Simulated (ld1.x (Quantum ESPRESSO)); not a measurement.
# Configuration tests for vanadium (TM semilocal)

| Item | Value |
| --- | --- |
| Element | vanadium (V) |
| Generator | ld1.x (Quantum ESPRESSO) 7.5 |
| Type | norm-conserving Troullier–Martins (semilocal form) |
| Functional | PBE |
| Relativity | scalar-relativistic |
| Frozen core | [Ar] |
| Valence charge | 5 |
| Reference configuration | 3d4 4s1 4p0 |
| Partial waves | 4p (bound, empty): rc 3.50 bohr; 3d (bound): rc 2.00 bohr; 4s (bound): rc 2.30 bohr |
| Local potential | the s channel |
| Core correction | none |

Energies are relative to the spin-unpolarised reference configuration 3d4 4s1 4p0; without spin polarisation the order of configurations can differ from experiment.

```tsv
valence configuration	charge	ΔE all-electron (eV)	error AE − PS (meV)
3d3 4s2 4p0	0	-0.586	-59
3d3 4s0 4p0	+2	21.445	+91
3d4 4s0 4p0	+1	6.611	+31
3d3.5 4s1.5 4p0	0	-0.531	-13
3d3 4s0 4p1	+1	11.254	-41
3d3 4s1 4p1	0	2.761	-74
```

**Question.** What are ΔE and the potential's error for 3d3 4s1 4p0?

**Answer.** ΔE = 7.149 eV all-electron; the error (AE − PS) is -47 meV.

Levels in the configuration 3d4 4s0 4p0:

```
level  all-electron (eV)  pseudo (eV)
   3d             -8.988       -8.886
```
